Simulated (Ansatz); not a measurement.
Geometry optimisation, RKS PBE-D4/def2-SVP in Ansatz 0.2.0.

Input:

```yaml
crystal:
  periodic: [false, false, false]
  atoms:
    - { symbol: O, position_ang: [-1.4783, 0.2312, 1.1404] }
    - { symbol: C, position_ang: [-0.1719, 0.2522, 0.7865] }
    - { symbol: C, position_ang: [0.2343, -1.1271, 0.318] }
    - { symbol: B, position_ang: [0.7065, -0.8318, -1.2232] }
    - { symbol: Si, position_ang: [0.1216, 0.9994, -0.8736] }
    - { symbol: H, position_ang: [-1.7048, 1.1977, 1.4918] }
    - { symbol: H, position_ang: [0.5136, 0.6719, 1.5907] }
    - { symbol: H, position_ang: [-0.5115, -1.8615, 0.4015] }
    - { symbol: H, position_ang: [1.1715, -1.4553, 0.9268] }
    - { symbol: H, position_ang: [1.0334, -1.4653, -2.1158] }
    - { symbol: H, position_ang: [-1.1229, 1.3993, -1.5346] }
    - { symbol: H, position_ang: [1.2855, 1.9341, -0.8743] }
basis:
  gaussian: { orbitals: def2-SVP }
hamiltonian:
  xc: pbe
  dispersion: d4
relax:
  f_tol: 0.02
  max_steps: 50
output:
  orbitals: {}
```

Run as:

```bash
$ ansatz run input.yaml --threads 2 --pin off --max-ram 3072MiB --backend cpu --events-out ev --progress --plain --runs-dir out
```

Task: Where does it end, and by what steps?

Result: The forces met the threshold. After 21 steps the energy has fallen by 1.005 eV; H9 moved furthest, 0.79 Å.

| step | energy less start (eV) | largest force component (eV/Å) | accepted |
| --- | --- | --- | --- |
| 0 | 0.0000 | 4.135 | yes |
| 1 | -0.7686 | 1.096 | yes |
| 2 | -0.8738 | 0.323 | yes |
| 3 | -0.8885 | 0.105 | yes |
| 4 | -0.8902 | 0.038 | yes |
| 5 | -0.8906 | 0.067 | yes |
| 6 | -0.8918 | 0.045 | yes |
| 7 | -0.8939 | 0.089 | yes |
| 8 | -0.8855 | 0.693 | no |
| 9 | -0.9019 | 0.230 | yes |
| 10 | -0.9094 | 0.399 | yes |
| 11 | -0.9217 | 0.673 | yes |
| 12 | -0.9493 | 0.585 | yes |
| 13 | -0.9533 | 0.636 | yes |
| 14 | -0.9830 | 0.380 | yes |
| 15 | -0.9785 | 0.257 | no |
| 16 | -1.0010 | 0.155 | yes |
| 17 | -1.0031 | 0.067 | yes |
| 18 | -1.0039 | 0.036 | yes |
| 19 | -1.0044 | 0.030 | yes |
| 20 | -0.9880 | 0.367 | no |
| 21 | -1.0048 | 0.017 | yes |

```xyz
12
Properties=species:S:1:pos:R:3
O -1.324 0.294 1.544
C -0.107 0.268 0.821
C 0.207 -1.142 0.273
B 0.910 -0.831 -1.094
Si 0.101 1.031 -0.980
H -1.497 1.219 1.797
H 0.760 0.600 1.449
H -0.760 -1.533 -0.162
H 0.541 -1.923 0.991
H 1.608 -1.542 -1.787
H -1.230 1.180 -1.677
H 0.868 2.323 -1.139
```

Whether the end is a true minimum wasn't checked by a vibrational analysis.

The run took 53 s on 2 threads of Arm Neoverse V1 (shared host), peak memory 0.15 GiB.
